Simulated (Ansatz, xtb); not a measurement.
## Relative energy of two isomers of C5H5BO2

Structure X is `Bc1cc(C=O)co1`, a singlet and structure Y is `Bc1ccc(C=O)o1`, a singlet. Both are isolated molecules in the gas phase, relaxed with PBE0-D3(BJ)/def2-SVP; the shapes shown needn't be the lowest conformers.

X (Å):

```xyz
13

C    -0.5557    1.3649    1.9042
C     0.4020    1.8656    1.0464
C    -0.1553    1.8770   -0.2601
C     0.4814    2.3226   -1.5028
C    -1.4329    1.3756   -0.1084
B    -0.5555    1.1136    3.4017
O     1.6058    2.7525   -1.5648
O    -1.6809    1.0722    1.1495
H     0.4430    1.3814    4.0230
H    -1.5283    0.6591    3.9495
H     1.4030    2.1927    1.3202
H    -0.1585    2.2369   -2.4177
H    -2.2328    1.1981   -0.8269
```

Y (Å):

```xyz
13

C    -0.4602    2.5525   -0.0550
C    -1.4318    2.7338    0.9232
C    -1.8174    1.4609    1.3832
C    -1.0558    0.5678    0.6565
C    -1.0035   -0.8969    0.6791
B     0.3229    3.5444   -0.9037
O    -1.6861   -1.5702    1.4096
O    -0.2520    1.2092   -0.1950
H     1.1341    3.1570   -1.7063
H     0.1096    4.7215   -0.7487
H    -1.8075    3.7007    1.2534
H    -2.5496    1.1944    2.1418
H    -0.2735   -1.3385   -0.0428
```

Energies in hartree; the thermal terms are from GFN2-xTB frequencies at re-optimised GFN2-xTB minima (ideal gas, soft modes damped towards free rotors, one conformer each, 298.15 K, 1 atm) and include the zero-point energy:

```
                              X           Y
E, CCSD(T)/def2-SVP  −367.506096  −367.506261
    E, MP2/def2-SVP  −367.420305  −367.421944
  E, MP2/def2-TZVPP  −368.090656  −368.092541
  zero-point energy     0.087380     0.087400
       H(298 K) − E     0.095792     0.095809
       G(298 K) − E     0.055612     0.055740
```

Question: Correct the CCSD(T) difference for the basis set by the MP2 change, then work out ΔE, ΔE₀, ΔH and ΔG for X → Y in kJ/mol (1 Eh = 2625.50 kJ/mol) and the equilibrium ratio [Y]/[X].

Answer: 1. Differences Y − X: CCSD(T) −0.000165, MP2 in the small set −0.001639, MP2 in the large set −0.001885 Eh.
2. ΔE = −0.000165 + (−0.001885 − (−0.001639)) = −0.000411 Eh = −1.08 kJ/mol.
3. ΔE₀ = ΔE + ΔZPE = −0.000411 + (+0.000020) Eh = −1.03 kJ/mol.
4. ΔH = ΔE + (+0.000017) Eh = −1.03 kJ/mol.
5. ΔG = ΔE + (+0.000128) Eh = −0.74 kJ/mol, so ΔS = (ΔH − ΔG)/T = −1.0 J/(mol K).
6. kT = 0.9442 mEh, so K = [Y]/[X] = exp(−ΔG/kT) = exp(+0.30) ≈ 1.3.

The two are too close for this level to say which is favoured. An error of 4 kJ/mol in ΔG would change K by a factor of 5. Mirror images and further conformers aren't counted.

As drawn, both hold the same kinds of bond in the same numbers.

Other levels gave ΔE = −4.3 (GFN2-xTB); +0.1 (HF/STO-3G, GFN2-xTB geometries); −4.1 (r2SCAN-D4/def2-SVP, GFN2-xTB geometries); −1.7 (PBE0-D3(BJ)/def2-SVP); +6.2 (HF/def2-SVP); −4.3 (MP2/def2-SVP); −0.4 (CCSD(T)/def2-SVP) kJ/mol. The correlated steps freeze 8 core orbitals. Programs: Ansatz 0.2.0, xtb 6.7.1.
